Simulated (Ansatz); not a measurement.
Reaction (redistribution): `[Cl][Bi]([Cl])[Cl]` + `[CH3][AlH][SiH2]F` → `[CH3][Bi]([Cl])[Cl]` + `F[SiH2][AlH][Cl]`

Computed with Ansatz on PBE0-D4/def2-TZVP structures; ΔE is electronic, products minus reactants. CCSD(T)/CBS adds triple-zeta CCSD(T) − MP2 to the extrapolated MP2 energy (def2 sets, frozen cores). Functionals use def2-TZVPP. B3LYP here is the variant with VWN-RPA as its local correlation; programs differ in this. HSE06 is defined as in plane-wave codes. def2 core potentials past Kr. For Bi outer-core shells are correlated without core-valence functions, which leaves a few kJ/mol of doubt a bond. One conformer a species, not always the lowest.

| level | ΔE (kJ/mol) | difference from CCSD(T)/CBS |
| --- | --- | --- |
| LDA (SPW92) | -52.7 | 14.4 |
| PBE-D4 | -50.4 | 16.7 |
| revPBE-D4 | -51.4 | 15.7 |
| r2SCAN-D4 | -57.9 | 9.2 |
| B97M-V | -49.8 | 17.3 |
| PBE0-D4 | -58.7 | 8.4 |
| B3LYP-D4 | -56.4 | 10.7 |
| r2SCANh-D4 | -60.4 | 6.7 |
| r2SCAN0-D4 | -64.0 | 3.1 |
| HSE06-D4 | -58.5 | 8.6 |
| BHLYP-D4 | -64.5 | 2.6 |
| CAM-B3LYP-D4 | -61.2 | 5.9 |
| ωB97X-V | -64.2 | 2.9 |
| ωB97M-V | -63.8 | 3.3 |
| B2PLYP | -62.5 | 4.6 |
| PBE-QIDH | -68.5 | -1.4 |
| PBE | -49.6 | 17.5 |
| BLYP | -48.1 | 19.0 |
| r2SCAN | -57.7 | 9.4 |
| PBE0 | -58.0 | 9.1 |
| B3LYP | -55.1 | 12.0 |
| r2SCANh | -60.2 | 6.9 |
| r2SCAN0 | -63.7 | 3.4 |
| HSE06 | -57.9 | 9.2 |
| BHLYP | -64.0 | 3.1 |
| CAM-B3LYP | -60.5 | 6.6 |
| LC-ωPBE | -64.5 | 2.6 |
| HF/def2-SVP | -76.3 | -9.2 |
| MP2/def2-SVP | -76.6 | -9.5 |
| CCSD/def2-SVP | -76.5 | -9.4 |
| CCSD(T)/def2-SVP | -75.4 | -8.3 |
| HF/def2-TZVPP | -75.2 | -8.1 |
| MP2/def2-TZVPP | -73.1 | -6.0 |
| SCS-MP2/def2-TZVPP | -71.6 | -4.5 |
| CCSD/def2-TZVPP | -74.1 | -7.0 |
| MP2/def2-QZVPP | -68.8 | -1.7 |
| SCS-MP2/def2-QZVPP | -68.1 | -1.0 |
| HF/CBS(def2) | -72.4 | -5.3 |
| MP2/CBS(def2) | -67.2 | -0.1 |
| CCSD/CBS(def2) | -68.2 | -1.1 |
| CCSD(T)/CBS | -67.1 | 0 |

Largest T1 diagnostic among the species: 0.012.

From PBE to PBE0 (25 % exact exchange), in def2-TZVPP and without D4, ΔE moves by −8.4 kJ/mol. At CCSD(T), def2-SVP lies −8.3 kJ/mol from the extrapolated value and def2-TZVPP −5.9 kJ/mol.
